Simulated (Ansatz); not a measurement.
`c1ccc(-c2ccc(-c3ccc(-c4ccc(-c5ccc(-c6ccc(-c7ccc(-c8cccnc8)nc7)nc6)nc5)nc4)nc3)nc2)nc1`. Charge 0, multiplicity 1. Geometry PBE-D4/def2-SVP; atoms count from 1.

```xyz
74

C    12.546    6.579    7.812
C    12.572    6.767    6.423
C    11.533    6.241    5.647
C    10.486    5.534    6.283
C     9.353    4.945    5.527
C     9.163    5.111    4.140
C     8.070    4.512    3.510
C     7.163    3.744    4.277
C     5.983    3.073    3.686
C     5.112    2.321    4.504
C     4.005    1.690    3.942
C     3.765    1.811    2.553
C     2.612    1.170    1.881
C     1.599    0.465    2.564
C     0.545   -0.105    1.849
C     0.507    0.033    0.442
C    -0.580   -0.533   -0.389
C    -0.497   -0.478   -1.797
C    -1.526   -1.008   -2.573
C    -2.647   -1.592   -1.936
C    -3.783   -2.167   -2.691
C    -3.786   -2.341   -4.091
C    -4.910   -2.876   -4.722
C    -6.035   -3.239   -3.946
C    -7.270   -3.801   -4.539
C    -8.402   -4.037   -3.729
C    -9.566   -4.550   -4.296
C    -9.601   -4.826   -5.683
C   -10.811   -5.354   -6.362
C   -12.053   -5.520   -5.714
C   -13.141   -6.022   -6.436
C   -12.958   -6.345   -7.790
N   -11.787   -6.195   -8.431
C   -10.752   -5.714   -7.732
N    -8.513   -4.620   -6.459
C    -7.402   -4.133   -5.908
N    -6.036   -3.077   -2.601
C    -4.958   -2.568   -2.007
N    -2.735   -1.636   -0.586
C    -1.746   -1.129    0.147
N     1.482    0.700   -0.220
C     2.483    1.243    0.471
N     4.600    2.527    1.765
C     5.657    3.127    2.310
N     7.337    3.587    5.610
C     8.383    4.163    6.202
N    10.471    5.354    7.623
C    11.467    5.860    8.355
H    13.340    6.975    8.462
H    13.395    7.320    5.945
H    11.544    6.374    4.556
H     9.862    5.711    3.540
H     7.926    4.647    2.429
H     5.340    2.255    5.578
H     3.334    1.100    4.583
H     1.621    0.359    3.659
H    -0.238   -0.660    2.385
H     0.389   -0.007   -2.245
H    -1.464   -0.954   -3.669
H    -2.910   -2.066   -4.697
H    -4.910   -3.004   -5.814
H    -8.326   -3.805   -2.656
H   -10.442   -4.736   -3.659
H   -12.179   -5.252   -4.655
H   -14.122   -6.159   -5.956
H   -13.800   -6.741   -8.387
H    -9.792   -5.590   -8.260
H    -6.552   -4.001   -6.600
H    -4.987   -2.448   -0.911
H    -1.890   -1.189    1.240
H     3.261    1.783   -0.094
H     6.293    3.691    1.606
H     8.498    4.017    7.289
H    11.409    5.686    9.445
```

Single mean-field runs in def2-SVP are fitted with def2-universal-jkfit.

(1) Estimate the Mulliken populations of the heavy atoms from the PBE0/def2-SVP orbitals of Ansatz.

(2) And the Mayer bond orders between heavy atoms (over 0.3, the first 40 of 55)?

Answers

(1) 
```
atom  charge (e)
  C1       -0.06
  C2        0.03
  C3       -0.05
  C4        0.04
  C5       -0.04
  C6        0.02
  C7       -0.05
  C8        0.05
  C9       -0.04
 C10        0.04
 C11       -0.04
 C12        0.06
 C13       -0.04
 C14        0.02
 C15       -0.05
 C16        0.05
 C17       -0.04
 C18        0.04
 C19       -0.04
 C20        0.05
 C21       -0.04
 C22        0.02
 C23       -0.05
 C24        0.05
 C25       -0.04
 C26        0.04
 C27       -0.04
 C28        0.06
 C29       -0.06
 C30        0.01
 C31       -0.06
 C32        0.05
 N33       -0.18
 C34        0.08
 N35       -0.18
 C36        0.05
 N37       -0.18
 C38        0.09
 N39       -0.18
 C40        0.06
 N41       -0.18
 C42        0.09
 N43       -0.18
 C44        0.05
 N45       -0.18
 C46        0.09
 N47       -0.18
 C48        0.06
```
Mulliken values depend strongly on the basis.

(2) C1–C2 1.41 (1.40 Å); C1–C48 1.37 (1.41 Å); C2–C3 1.43 (1.40 Å); C3–C4 1.37 (1.41 Å); C4–C5 1.02 (1.48 Å); C4–N47 1.51 (1.35 Å); C5–C6 1.38 (1.41 Å); C5–C46 1.34 (1.42 Å); C6–C7 1.44 (1.40 Å); C7–C8 1.35 (1.41 Å); C8–C9 1.02 (1.48 Å); C8–N45 1.50 (1.35 Å); C9–C10 1.38 (1.41 Å); C9–C44 1.33 (1.42 Å); C10–C11 1.42 (1.39 Å); C11–C12 1.34 (1.42 Å); C12–C13 1.03 (1.48 Å); C12–N43 1.49 (1.35 Å); C13–C14 1.38 (1.41 Å); C13–C42 1.33 (1.42 Å); C14–C15 1.44 (1.40 Å); C15–C16 1.35 (1.41 Å); C16–C17 1.02 (1.48 Å); C16–N41 1.49 (1.35 Å); C17–C18 1.38 (1.41 Å); C17–C40 1.33 (1.42 Å); C18–C19 1.42 (1.39 Å); C19–C20 1.34 (1.42 Å); C20–C21 1.03 (1.48 Å); C20–N39 1.49 (1.35 Å); C21–C22 1.38 (1.41 Å); C21–C38 1.33 (1.42 Å); C22–C23 1.44 (1.40 Å); C23–C24 1.35 (1.41 Å); C24–C25 1.02 (1.48 Å); C24–N37 1.49 (1.35 Å); C25–C26 1.38 (1.41 Å); C25–C36 1.33 (1.41 Å); C26–C27 1.42 (1.39 Å); C27–C28 1.35 (1.41 Å).
